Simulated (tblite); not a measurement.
Start geometry of `C#C[C@H]([S])CC(C)C` [radical] from a force field or distance geometry (Å):
```
atom  x, y, z in Å
C1     3.196    0.675    0.639
C2     2.359   -0.160    0.392
C3     1.350   -1.195    0.127
S4     2.218   -2.479   -0.852
C5     0.181   -0.632   -0.717
C6    -0.667    0.461   -0.028
C7    -1.354   -0.048    1.234
C8    -1.704    1.010   -0.997
H9     3.942    1.402    0.836
H10    0.950   -1.587    1.073
H11   -0.495   -1.450   -1.018
H12    0.569   -0.209   -1.660
H13   -0.016    1.300    0.265
H14   -1.960   -0.936    1.023
H15   -0.632   -0.304    2.015
H16   -2.014    0.719    1.672
H17   -2.293    1.811   -0.535
H18   -1.234    1.411   -1.897
H19   -2.406    0.222   -1.311
```

What comes out of this run: tblite, GFN2-xTB geometry optimisation, gas phase?

```
atom  x, y, z in Å
C1     3.111    0.712    0.621
C2     2.288   -0.132    0.412
C3     1.333   -1.168    0.102
S4     2.184   -2.502   -0.802
C5     0.157   -0.643   -0.730
C6    -0.639    0.459   -0.022
C7    -1.331   -0.060    1.236
C8    -1.674    1.029   -0.992
H9     3.815    1.462    0.826
H10    0.975   -1.633    1.026
H11   -0.505   -1.480   -0.966
H12    0.554   -0.251   -1.670
H13    0.054    1.260    0.262
H14   -1.953   -0.922    1.001
H15   -0.608   -0.347    1.996
H16   -1.967    0.713    1.660
H17   -2.233    1.834   -0.520
H18   -1.193    1.424   -1.883
H19   -2.376    0.255   -1.294
```

The energy falls by 10.0 kJ/mol over 62 L-BFGS steps, the largest force on an atom goes from 1.02 to 0.009 eV/Å, and the atoms move by 0.063 Å rms after alignment. The bond that changes most is C2–C3 (ends: carbon bonded to 2 C; carbon bonded to 2 C, S and H), which shortens by 0.026 Å. Bonds longer at the end by more than 0.005 Å: 1 of 18; shorter: 14. Among the angles that change most is S4–C3–H10, from 112.5° to 105.1°. Rotational constants go from 2355, 974.8, 821.9 to 2365, 1001, 840.9 MHz. The orientation of the end geometry is arbitrary; only internal coordinates are fixed.

Its GFN2-xTB frequencies are all real (lowest 33 cm⁻¹).

One conformer stands for the species.

All values are computed, not measured.
